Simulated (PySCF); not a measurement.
A side-by-side comparison of computed properties.

First species: C₅H₅NO₂Si.
SMILES: `C1([C@H](C#N)[SiH2]C(C1)=O)=O`

Second species: C₅H₉O₂PS.
SMILES with atom numbers: `[CH3:1][O:2][C:3]1=[C:4]([CH3:5])[P@@:6]1(=[S:7])[CH2:8][OH:9]` (hydrogens: H10, H11, H12 on C1; H13, H14, H15 on C5; H16, H17 on C8; H18 on O9)

Levels: PBE0/pcSseg-1 for HOMO energy, LUMO energy and HOMO–LUMO gap. Geometries: GFN2-xTB. Each species is one conformer at its optimised geometry, gas phase, non-relativistic unless stated. Electronic properties by PySCF.

Dipoles, sizes and rotational constants follow the conformer. The torsions of the flexible species, by atom-mapped SMILES:
- `[CH3:1][O:2][C:3]1=[C:4]([CH3:5])[P@@:6]1(=[S:7])[CH2:8][OH:9]`: C1–O2–C3–C4 180°, C4–P6–C8–O9 -116°, H–O9–C8–P6 -48°

The conformers of `N#C[C@@H]1[SiH2]C(=O)CC1=O` aren't listed.

```csv
property,column X,column Y
HOMO energy,-7.56 eV,-6.59 eV
LUMO energy,-2.35 eV,-0.07 eV
HOMO–LUMO gap,5.21 eV,6.52 eV
```

(1) Which column belongs to which species?

(2) How does each property change from the first species to the second?

## Answers

(1) Column X is the first species and column Y the second. The first has 14 atoms and 72 electrons, the second 18 and 86.

(2) HOMO energy +0.97 eV; LUMO energy +2.28 eV; HOMO–LUMO gap +1.31 eV.

